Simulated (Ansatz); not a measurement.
Program: Ansatz. Geometries: PBE0-D4/def2-TZVP. ΔE: electronic, gas phase. CBS: MP2 limit from def2 TZ/QZ plus the TZ coupled-cluster correction, frozen cores. Functionals use def2-TZVPP. B3LYP here is the variant with VWN-RPA as its local correlation; programs differ in this. One conformer a species, not always the lowest.

Reaction (ligand exchange at the Si–S bond): `[SiH3]S[SiH2]S` + `C[SiH2]BO` → `C[SiH2]BO[SiH3]` + `S[SiH2]S`

(1) Is it downhill or uphill in electronic energy at CCSD(T)/CBS, and by how much? (An estimate is asked.)

(2) What do these levels give: PBE0-D4, ωB97M-V, B2PLYP, PBE, PBE0, B3LYP, HF/def2-TZVPP, CCSD(T)/def2-TZVPP, HF/def2-QZVPP, MP2/def2-QZVPP, HF/CBS(def2), MP2/CBS(def2)? (Best estimate.)

Largest T1 diagnostic among the species: 0.013.

Results:

(1) The calculation gave: Downhill: ΔE = -3.6 kcal/mol.

(2) The calculation gave: PBE0-D4 -0.9, ωB97M-V -3.3, B2PLYP -5.4, PBE -1.2, PBE0 -1.9, B3LYP -6.2, HF/def2-TZVPP -10.0, CCSD(T)/def2-TZVPP -4.2, HF/def2-QZVPP -10.4, MP2/def2-QZVPP -3.0, HF/CBS(def2) -10.5, MP2/CBS(def2) -2.6 kcal/mol.

In def2-TZVPP, CCSD(T) changes the Hartree–Fock value by +5.7 kcal/mol (the triples alone add +1.1 kcal/mol) and MP2 by +6.8 kcal/mol. From PBE to PBE0 (25 % exact exchange), in def2-TZVPP and without D4, ΔE moves by −0.8 kcal/mol.
